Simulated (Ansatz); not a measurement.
Ligand exchange: In(CH3)F2 + GeH4 → InHF2 + GeH3(CH3)

Gas-phase species: In(CH3)F2, singlet; GeH4 `[GeH4]`, singlet; InHF2 `[F][InH][F]`, singlet; GeH3(CH3) (methyl germane), singlet. The partners trade CH3 for H: In–CH3 and Ge–H bonds give way to In–H and Ge–CH3.

Shapes, held fixed at every level: PBE0-D4/def2-TZVP. Programs: Ansatz 0.2.0. Electronic energies: no zero-point or thermal term.

Question: Estimate ΔE of this reaction.

Answer: The highest level, CCSD(T)/def2-TZVPP, gives ΔE = +7.1 kJ/mol; the levels span +4.7 to +9.1. The column of differences is taken from that level and isn't an error. No measured value is set beside it here. For atoms past krypton def2 sets carry core potentials with scalar relativity. Relativity is left out for Ge. Outer-core shells of Ge, In are correlated, in sets that cover them unevenly.

| level | kind | ΔE (kJ/mol) | less CCSD(T)/def2-TZVPP |
| --- | --- | --- | --- |
| SPW92/def2-TZVPP | LDA | +6.4 | -0.7 |
| B3LYP-D4/def2-TZVPP | global hybrid | +8.5 | +1.4 |
| PBE0-D4/def2-TZVPP | global hybrid | +6.0 | -1.1 |
| r2SCAN0-D4/def2-TZVPP | global hybrid | +4.7 | -2.4 |
| wB97X-V/def2-TZVPP | range-separated hybrid | +4.8 | -2.3 |
| MP2/def2-SVP | perturbation theory | +8.7 | +1.6 |
| CCSD(T)/def2-SVP | coupled cluster or CI | +9.1 | +2.0 |
| CCSD(T)/def2-TZVPP | coupled cluster or CI | +7.1 | 0.0 |
